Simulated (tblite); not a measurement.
Compound: C5H14N2O2Si.
Atom-mapped SMILES: `[CH2:1]=[C:2]([CH2:3][O:4][Si@@H:5]([NH2:6])[OH:7])[N:8]([CH3:9])[CH3:10]` (hydrogens: H11, H12 on C1; H13, H14 on C3; H15 on Si5; H16, H17 on N6; H18 on O7; H19, H20, H21 on C9; H22, H23, H24 on C10)

Structure used (GFN2-xTB), in Å, numbered top down from 1:
```xyz
24
C5H14N2O2Si angstrom
C      1.644   -0.308   -2.122
C      1.026    0.217   -1.060
C     -0.434    0.592   -1.171
O     -1.244   -0.413   -0.619
Si    -2.707   -0.243    0.034
N     -2.862   -1.675    0.979
O     -2.694    1.080    0.992
N      1.647    0.530    0.137
C      0.926    0.389    1.383
C      3.056    0.242    0.260
H      2.670   -0.624   -2.118
H      1.115   -0.434   -3.048
H     -0.695    0.703   -2.229
H     -0.622    1.549   -0.672
H     -3.734   -0.034   -0.993
H     -2.442   -2.506    0.598
H     -3.772   -1.898    1.345
H     -3.403    1.241    1.605
H      1.379    1.047    2.127
H      0.965   -0.643    1.757
H     -0.115    0.665    1.266
H      3.590    0.679   -0.582
H      3.270   -0.835    0.296
H      3.425    0.698    1.178
```

All values are computed: GFN2-xTB (tblite) harmonic vibrations without scaling, gas phase. This tight-binding method is rough: wavenumbers can miss measured ones by several per cent, in bad cases by 10 to 20. Modes of hydrogen on silicon can be 10 to 20 % off. One conformer, not necessarily the lowest.

Harmonic wavenumbers (cm⁻¹): 29.5, 38.6, 65.2, 77.0, 113.6, 143.0, 172.4, 194.9, 214.6, 228.2, 249.7, 264.1, 300.1, 329.3, 334.3, 415.0, 450.4, 479.6, 597.7, 613.4, 679.2, 703.4, 741.8, 782.5, 789.2, 797.0, 815.3, 820.6, 913.2, 932.5, 946.6, 983.2, 1039.7, 1050.5, 1085.2, 1126.2, 1136.7, 1185.1, 1231.4, 1253.7, 1331.8, 1364.9, 1406.3, 1425.8, 1434.7, 1475.6, 1481.2, 1487.4, 1499.2, 1503.4, 1529.8, 1688.0, 2209.2, 2886.2, 2898.2, 2911.9, 2931.7, 2978.1, 3007.4, 3013.4, 3096.7, 3135.2, 3157.7, 3496.7, 3529.0, 3715.6.

A = 2068, B = 607.0, C = 553.0 MHz; mass 162.082 u (most abundant isotopes); point group C1, symmetry number 1.

**Question.** What is the zero-point energy?

**Answer.** ½Σν̃ = 42459 cm⁻¹ = 121.40 kcal/mol.

**Question.** What is S at 350 K and 1 bar for an ideal gas of classical rigid rotors and harmonic oscillators?

**Answer.** Translation 41.98, rotation 30.99, vibration 55.09: S = 128.1 cal/(mol K).

**Question.** And Cp and H(350 K) − H(0)?

**Answer.** Cp = 58.47 cal/(mol K), of which vibrations give 50.52 (their classical limit is 66 R = 131.2); H(350 K) − H(0) = 12.34 kcal/mol without the zero-point energy, 9.56 from vibrations.

**Question.** Blend soft modes into free rotors: weight 1/[1 + (100 cm⁻¹/ν̃)⁴] for the oscillator and the rest for a rotor with moment μB/(μ + B), μ = h/(8π²ν), B = 10⁻⁴⁴ kg m². What vibrational entropy results?

**Answer.** 49.43 cal/(mol K) in place of 55.09, which changes −T·S at 350 K by +1.98 kcal/mol.

**Question.** How do the functions run with temperature in this model?

**Answer.** 
```json
{"T (K)": "150", "S (cal/(mol K))": "90.7", "Cp (cal/(mol K))": "33.0", "H − H(0) (kcal/mol)": "3.15", "G − H(0) (kcal/mol)": "-10.44", "ln q(vib)": "5.70"}
{"T (K)": "250", "S (cal/(mol K))": "110.6", "Cp (cal/(mol K))": "46.0", "H − H(0) (kcal/mol)": "7.11", "G − H(0) (kcal/mol)": "-20.53", "ln q(vib)": "9.96"}
{"T (K)": "298.15", "S (cal/(mol K))": "119.2", "Cp (cal/(mol K))": "52.1", "H − H(0) (kcal/mol)": "9.47", "G − H(0) (kcal/mol)": "-26.07", "ln q(vib)": "11.92"}
{"T (K)": "400", "S (cal/(mol K))": "136.2", "Cp (cal/(mol K))": "64.2", "H − H(0) (kcal/mol)": "15.41", "G − H(0) (kcal/mol)": "-39.09", "ln q(vib)": "15.92"}
{"T (K)": "600", "S (cal/(mol K))": "166.0", "Cp (cal/(mol K))": "82.6", "H − H(0) (kcal/mol)": "30.20", "G − H(0) (kcal/mol)": "-69.39", "ln q(vib)": "23.32"}
{"T (K)": "900", "S (cal/(mol K))": "203.1", "Cp (cal/(mol K))": "100.3", "H − H(0) (kcal/mol)": "57.85", "G − H(0) (kcal/mol)": "-124.95", "ln q(vib)": "33.36"}
```

q(vib) and H(0) count from the zero-point level.

**Question.** What must be added to the electronic energy to get the Gibbs energy at 350 K and 1 bar?

**Answer.** ZPE + [H(350 K) − H(0)] − T·S = 121.40 + 12.34 − 44.82 = 88.92 kcal/mol.

Hindered rotation and anharmonicity are outside this model. Other conformers, if any are populated, would add a mixing term that is left out. The structure is chiral; the term R ln 2 for an equal mix with its mirror image is left out.
